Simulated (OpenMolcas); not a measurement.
Ionisation energies of molybdenum

```json
{
  "Program": "OpenMolcas",
  "Basis": "ANO-RCC [10s9p9d6f4g2h]",
  "Scalar Hamiltonian": "DKH2, point nucleus",
  "Spin-orbit coupling": "RASSI with atomic mean-field integrals over the reference wave functions, term energies averaged over their components"
}
```

Active shells in each charge state: the valence d, s shells, with orbitals averaged over the low states. Where CASPT2's correlated closed shells are named, they are those of the first ion.

A. CASSCF
B. SS-CASPT2, IPEA 0.25 Eh, imaginary shift 0.1 Eh (closed shells correlated: 4s 4p)
C. SS-CASPT2, IPEA 0.25 Eh, imaginary shift 0.1 Eh (closed shells correlated: 3d 4s 4p)
D. SS-CASPT2, IPEA 0 Eh, imaginary shift 0.1 Eh (closed shells correlated: 4s 4p)

Energies in eV between the lowest computed levels, named as in B; reference values from the NIST Atomic Spectra Database with their kind.

```json
{"From": "Mo+ 4d5 6S 5/2", "To": "Mo2+ 4d4 5D0", "A": "14.686", "B": "16.051", "C": "16.044", "D": "16.242", "Spin-orbit share in B": "-0.131", "Reference": "16.160 (semi-empirical)"}
```

The lowest level within the active space need not be the ion's true ground level.
